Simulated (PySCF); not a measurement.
Bond length, frequency and bond energy of SbN⁺ by level of theory

State: ²Π (doublet), unpaired electrons π ↑. Set-up: basis Sb def2-SVP with ECP28, N def2-SVP; scalar-relativistic core potentials; PySCF 2.14. De refers to Sb⁺ + N in their high-spin ground configurations, without counterpoise correction. The functionals are run spin-unrestricted. A positive dipole points towards N; it is taken about the centre of mass and depends on that origin. Levels whose curve was spin-contaminated or gave no clean fit are not listed.

```tsv
Level	Re (Å)	ωe (cm⁻¹)	De (eV)	μ (D)	CPU s a point (SCF and correlation, without the integrals)
ROHF-CCSD	1.945	704	1.22	n/a	n/a
ROHF-CCSD(T)	1.965	663	1.58	n/a	4
PBE	1.945	732	2.91	-2.02	0.49
PW91	1.944	732	2.93	-2.01	0.45
TPSS	1.945	699	2.60	-2.05	0.92
```

The bond length runs from 1.944 Å (PW91) to 1.965 Å (ROHF-CCSD(T)). De spans 1.22 eV (ROHF-CCSD, coupled cluster) to 2.93 eV (PW91, GGA).

Correlated steps freeze 5 core orbitals. Correlated levels converge slowly with the basis: in double zeta they bind strong bonds too weakly, by up to about 1 eV, and carry superposition errors of some tenths. Spin–orbit coupling is left out, which matters for elements this heavy, above all for dissociation energies. For an ion De counts to the pair picked by the measured ionisation energies or electron affinities, which need not be the lowest pair at this level. The state is the lowest determinant that a PBE0 search found; another state may lie lower at other levels.

The whole job (state search and all levels along the bond) took about 2 min on 1 thread of Arm Neoverse V1 (shared host), peak memory 0.47 GiB.
